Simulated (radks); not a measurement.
All-electron atom: Tm3+ in [Xe] 4f12.

All-electron calculation, scalar-relativistic Kohn-Sham, LB94 model potential, spin-polarised, spherical densities, finite nucleus; open shells are filled with parallel spins first (spin-orbit coupling, left out, can overturn this in heavy ions); Fermi nuclear charge, rms radius 5.2256 fm. Program: a radial shooting solver on a logarithmic mesh with Libxc functionals.

Energy parts (eV):
| part | energy |
|---|---|
| kinetic | 402224.27 |
| electron-nucleus | -906461.60 |
| Hartree | 142869.09 |
(The LB94 potential has no energy functional, so no total or exchange-correlation energy is given.)

Orbitals (lengths in bohr, moments of r in powers of bohr; <r^-3> diverges for s and p1/2):
orbital  occ.  eigenvalue (eV)       <r^4>  <r^-3>   <1/r>      <r^2>
1s up       1        -59529.45   8.029e-07       -   79.15  0.0005470
1s down     1        -59529.45   8.029e-07       -   79.15  0.0005470
2s down     1        -10093.06   0.0001239       -   18.44   0.008485
2s up       1        -10093.03   0.0001239       -   18.44   0.008485
2p down     3        -8923.237  0.00009452   15230   17.00   0.006914
2p up       3        -8923.217  0.00009452   15230   17.00   0.006914
3s up       1        -2307.358    0.004652       -   6.799    0.05562
3s down     1        -2307.357    0.004648       -   6.800    0.05560
3p up       3        -1952.569    0.004914    3295   6.350    0.05600
3p down     3        -1952.543    0.004910    3296   6.351    0.05598
3d up       5        -1513.067    0.003837   436.3   6.023    0.04662
3d down     5        -1513.064    0.003833   436.4   6.023    0.04660
4s up       1        -486.1612      0.1142       -   2.867     0.2802
4s down     1        -484.7573      0.1142       -   2.867     0.2802
4p up       3        -370.0548      0.1511   741.3   2.621     0.3179
4p down     3        -368.6741      0.1512   740.9   2.620     0.3180
4d up       5        -215.5017      0.2319   82.90   2.321     0.3776
4d down     5        -214.1478      0.2323   82.87   2.321     0.3778
5s up       1         -92.7574       3.891       -   1.111      1.621
5s down     1         -91.7807       3.951       -   1.107      1.632
5p up       3         -64.7737       7.650   102.2  0.9302      2.238
5p down     3         -63.9891       7.835   100.7  0.9248      2.263
4f up       7         -46.0331       1.296   12.47   1.771     0.7009
4f down     5         -44.8135       1.352   12.44   1.767     0.7106

The highest occupied level is 4f down at -44.813 eV. The spin density at the nucleus is 2.038 e/bohr^3 (1s -0.002, 2s 0.295, 3s -2.719, 4s 0.774, 5s 3.690). The electron density at the nucleus is 1.003e+06 e/bohr^3 (large components only).
